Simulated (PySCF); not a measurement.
Excitations are Tamm–Dancoff values on a coarser integration grid. The basis has no diffuse functions, so Rydberg states are missing or too high.

Cartesian coordinates (Å):
SMILES: [F][In]([Cl])[F]
```xyz
4

F     -1.1891    -1.5224     0.1954
In    -0.0504     0.0041     0.4578
F     -0.9579     1.6988     0.4374
Cl     2.1974    -0.1806     0.7682
```
Charge 0, spin multiplicity 1.

**Question.** Give the S1–T1 gap (TDA), HOMO, S1 excitation (TDA), dipole moment and HOMO–LUMO gap at the level PBE-D3(BJ)/def2-TZVP // PBE0-D4/def2-TZVP in PySCF 2.14.0.

**Answer.** 
| Property | Value |
|---|---|
| S1–T1 gap (TDA) | 0.39 eV |
| HOMO | -8.42 eV |
| S1 excitation (TDA) | 4.53 eV |
| dipole moment | 1.13 D |
| HOMO–LUMO gap | 4.32 eV |
